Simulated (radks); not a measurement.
Excited configurations of Cr14+: one electron is placed in a higher orbital outside [He] 2s2 2p5. The ground configuration is [Ne]. All-electron calculation, Dirac Kohn-Sham, PBEsol, spin-unpolarised, spherical densities, point nucleus; open shells fill j = l - 1/2 first. Program: a radial shooting solver on a logarithmic mesh with Libxc functionals. Excitation = E - E(ground); binding = E(ion) - E, where the ion is the core of charge +15; n* = 15/sqrt(2 binding) in atomic units. These energies are relativistic, and a one-electron ion of charge +15 with no core already has n* below n in this formula (Dirac formula, point nucleus: 3p1/2 2.995, 4d3/2 3.998, 6p1/2 5.995, 6f5/2 5.999, 7f5/2 6.999). The quantum defect is therefore taken as that value minus n*, so that it holds no relativistic shift of the bare ion.

outer orbital  excitation (eV)  binding (eV)     n*  quantum defect  eigenvalue (eV)
3p1/2                   615.07        397.23  2.776           0.219          -382.30
4d3/2                   812.57        199.73  3.915           0.083          -192.48
6p1/2                   920.15        92.156  5.764           0.231          -89.482
6f5/2                   926.26        86.047  5.965           0.034          -83.200
7f5/2                   948.97        63.333  6.952           0.046          -61.387

The Delta-SCF ionisation energy is 1012.3 eV (NIST Atomic Spectra Database: 1011.6 eV, semi-empirical). Self-interaction in the functional shifts the binding energies and quantum defects, so they are the method's values and not measured ones. Spin polarisation and multiplet splitting are left out, so open shells lie too high by an amount that depends on their filling.

Beside tabulated values, note that spin-unpolarised runs miss the spin-polarisation part of the exchange energy of open shells.
